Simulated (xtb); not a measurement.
FGa (SMILES [F][Ga]), singlet, at a GFN2-xTB geometry (such geometries of metal compounds can be far from the true shape). Base run: GFN2-xTB (xtb).

Geometry (Å):
```xyz
2

Ga     0.0000     0.0000    -0.4048
F      0.0000     0.0000     1.3943
```
All else is at xtb's defaults.
Base energy -6.03803 Eh.

The base run was repeated with changes; each row names its change, and settings that it needs were set with it.

```tsv
change	ΔE vs base (kcal/mol)	HOMO-LUMO gap (eV)	dipole (D)	G_solv (kcal/mol)	SCF cycles
base	0.000	6.43	3.60	-	10
gbsa = toluene	-5.04	6.60	3.80	-5.40	10
etemp = 3000	0.000	6.43	3.60	-	10
acc = 0.1	0.000	6.43	3.60	-	10
alpb = chcl3	?	?	?	?	10
```

Task: Fill in the missing entries.

Result: 
- alpb = chcl3, ΔE vs base (kcal/mol): -6.23
- alpb = chcl3, HOMO-LUMO gap (eV): 6.58
- alpb = chcl3, dipole (D): 3.78
- alpb = chcl3, G_solv (kcal/mol): -6.51

ALPB and GBSA are two models with their own fitted parameters for each solvent, which aren't always the measured dielectric constant.
